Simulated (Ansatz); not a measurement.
Cu13Cl2 (relaxed from a model of Cu13(Cl)2, whose bonding it doesn't keep). Charge 0, multiplicity 2. Geometry r2SCAN-D4/def2-SVP; atoms count from 1.

```xyz
15

Cu   -0.036   -0.078   -0.244
Cu   -2.374    0.211   -0.092
Cu   -1.018   -1.151    1.673
Cu    0.961    0.998   -2.137
Cu    2.279   -0.418   -0.567
Cu    0.652   -1.487   -2.019
Cu   -1.395   -1.958   -0.847
Cu    1.317    1.813    0.382
Cu   -0.746    1.363    1.528
Cu    1.229   -0.308    1.774
Cu    0.660   -2.252    0.363
Cu   -0.727    2.104   -0.828
Cu   -1.275    0.118   -2.253
Cl   -2.924    0.298    2.162
Cl    3.395    0.747    1.103
```

Single mean-field runs in def2-TZVP are fitted with def2-universal-jkfit. The charge 0 doublet is spin-contaminated (final ⟨S²⟩ up to 1.08, 0.75 for a pure state). No other spin state of charge 0 was run.

Question: Estimate the Mulliken populations from the PBE0/def2-TZVP orbitals of Ansatz.

Answer: 
```csv
atom,charge (e),spin (α − β),d electrons
Cu1,-0.22,0.14,11.93
Cu2,0.02,0.00,9.83
Cu3,0.07,-0.01,9.80
Cu4,0.04,-0.01,9.81
Cu5,0.02,-0.02,9.83
Cu6,0.11,0.11,9.79
Cu7,0.03,0.22,9.81
Cu8,0.07,0.15,9.80
Cu9,0.07,0.14,9.81
Cu10,0.07,-0.04,9.81
Cu11,0.08,0.17,9.80
Cu12,0.08,0.19,9.80
Cu13,0.11,-0.05,9.79
Cl14,-0.28,0.00,–
Cl15,-0.28,0.02,–
```
Mulliken values and Mayer orders depend strongly on the basis.

Question: Where does the spin sit?

Answer: Summed by element: Cu 0.99, Cl 0.01, of 1 unpaired in all. Largest on single atoms: Cu7 0.22, Cu12 0.19, Cu11 0.17.

Question: And the Mayer bond orders between bonded heavy atoms (over 0.3)?

Answer: Cu2–Cu7 0.38 (2.50 Å); Cu2–Cu13 0.41 (2.43 Å); Cu2–Cl14 0.51 (2.32 Å); Cu3–Cu10 0.42 (2.40 Å); Cu3–Cu11 0.41 (2.40 Å); Cu3–Cl14 0.37 (2.44 Å); Cu4–Cu5 0.38 (2.49 Å); Cu4–Cu12 0.41 (2.41 Å); Cu4–Cu13 0.40 (2.41 Å); Cu5–Cu6 0.41 (2.43 Å); Cu5–Cl15 0.51 (2.32 Å); Cu6–Cu7 0.39 (2.41 Å); Cu7–Cu11 0.42 (2.40 Å); Cu8–Cu9 0.41 (2.40 Å); Cu8–Cu12 0.42 (2.39 Å); Cu8–Cl15 0.37 (2.44 Å); Cu9–Cu12 0.33 (2.47 Å); Cu9–Cl14 0.31 (2.51 Å); Cu10–Cu11 0.33 (2.47 Å); Cu10–Cl15 0.31 (2.50 Å).
